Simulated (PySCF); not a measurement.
**Two-component Hartree-Fock for Pr⁴⁺ (praseodymium, charge +4)**

Start: [Xe] 4f1; 4f7/2 filled at m_j = +7/2. Calculated with PySCF 2.14 in x2c-SVPall-2c (7s10p9d3f1g, 112 functions): generalised Hartree-Fock with the X2C-1e Hamiltonian and a Gaussian nucleus; one run each with spin-orbit coupling (SO) screened by Boettger's factors, then bare. This is a chosen level, not necessarily the ground level.

| spinor shell | electrons | ε, screened SO (eV) | ε, bare SO (eV) | weight of nominal j (bare SO) | rms radius, bare SO (bohr) |
| --- | --- | --- | --- | --- | --- |
| 1s1/2 | 2 | -42237.9 | -42237.4 | 1.000 | 0.0275 |
| 2s1/2 | 2 | -6951.3 | -6951.1 | 1.000 | 0.111 |
| 2p1/2 | 2 | -6558.5 | -6571.7 | 1.000 | 0.0957 |
| 2p3/2 | 4 | -6072.3 | -6067.2 | 1.000 | 0.102 |
| 3s1/2 | 2 | -1590.7 | -1590.7 | 1.000 | 0.290 |
| 3p1/2 | 2 | -1422.4 | -1425.0 | 1.000 | 0.281 |
| 3p3/2 | 4 | -1323.7 | -1322.7 | 1.000 | 0.294 |
| 3d3/2 | 4 | -1032.5 | -1035.1 | 1.000 | 0.265 |
| 3d5/2 | 6 | -1011.9 | -1010.2 | 1.000 | 0.270 |
| 4s1/2 | 2 | -379.13 | -379.13 | 1.000 | 0.658 |
| 4p1/2 | 2 | -313.18 | -313.79 | 0.997 | 0.678 |
| 4p3/2 | 4 | -291.83 | -291.61 | 0.999 | 0.706 |
| 4d5/2 | 6 | -177.59 | -177.30 | 0.977 | 0.775 |
| 4d3/2 | 4 | -180.66 | -181.13 | 0.965 | 0.764 |
| 5s1/2 | 2 | -91.824 | -91.827 | 1.000 | 1.57 |
| 5p1/2 | 2 | -70.420 | -70.518 | 0.979 | 1.67 |
| 5p3/2 | 4 | -66.708 | -66.675 | 0.989 | 1.74 |
| 4f7/2 | 1 | -59.827 | -59.655 | 1.000 | 1.01 |

```csv
quantity,screened SO,bare SO
E (hartree),-9232.46483,-9232.80026
M_J,7/2,7/2
⟨J²⟩,15.761,15.761
⟨L²⟩,12.052,12.057
⟨S²⟩,0.793,0.797
```

Each row is a mean over spinors that exchange with the open shell spreads, by up to 7.841 eV (4d5/2).

Breit and QED terms are absent; they matter most for the inner s and p1/2 levels.

Densities and radii are taken from the X2C orbitals without a picture-change correction, which distorts them close to the nucleus.
